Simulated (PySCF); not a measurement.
Compound: C₄H₄ClFO₃.
SMILES: `O=C1OC[C@@H](Cl)[C@@H](F)O1`

The calculation used TDDFT wB97X-D/def2-SVPD, vertical, gas phase, core orbitals frozen in the response in PySCF 2.14.0, density-fitted response routines. The structure is a single PBE0-D3(BJ)/def2-SVP conformer in the gas phase; no vibrational or solvent corrections.

Broadening: Gaussians 0.4 eV wide at half height, area fixed by f = 4.319×10⁻⁹ ∫ε dν̃. The cross-section is σ = 3.8235×10⁻²¹ ε cm², given in Mb (10⁻¹⁸ cm²). The width is an assumption, not a result. The curve ends short of the highest state used, and states not computed would add to its high-energy end.

(E (eV), σ (Mb)): (6.32, 0.00), (6.40, 0.00), (6.48, 0.00), (6.56, 0.01), (6.64, 0.02), (6.72, 0.03), (6.80, 0.05), (6.88, 0.06), (6.96, 0.07), (7.04, 0.06), (7.12, 0.05), (7.19, 0.06), (7.27, 0.10), (7.35, 0.18), (7.43, 0.28), (7.51, 0.36), (7.59, 0.37), (7.67, 0.30), (7.75, 0.20), (7.83, 0.11), (7.91, 0.06), (7.98, 0.06), (8.06, 0.19), (8.14, 0.59)

Problem. Where are the band maxima, and which computed states make them?

Solution. 179 nm (6.93 eV), ε about 18, made up of S1 (99%); 164 nm (7.56 eV), ε about 98, made up of S2 (17%) and S3 (83%) (ε in L mol⁻¹ cm⁻¹; maxima over ε = 5, shares over 10%). At its high-energy end, 8.14 eV, the curve is still rising (ε about 160, from S4 and S5). The states used: S1 6.92 eV (f 0.0003); S2 7.51 eV (f 0.0003); S3 7.57 eV (f 0.0012); S4 8.52 eV (f 0.023); S5 8.62 eV (f 0.016); S6 8.74 eV (f 0.0005).

Problem. What would ε be at 7.56 eV, the highest of these maxima, with half the width (0.2 eV)?

Solution. About 190 L mol⁻¹ cm⁻¹ against 97.5, a factor of about 1.9; a lone state at its own centre would give exactly 2.

Problem. Coming from long wavelengths, where does ε first pass 100 L mol⁻¹ cm⁻¹?

Solution. At about 153 nm (8.11 eV), 1.18 eV above S1.

On Arm Neoverse V2, one thread, on a shared host, this took 52 s wall and 1.0 GiB of memory at its peak.
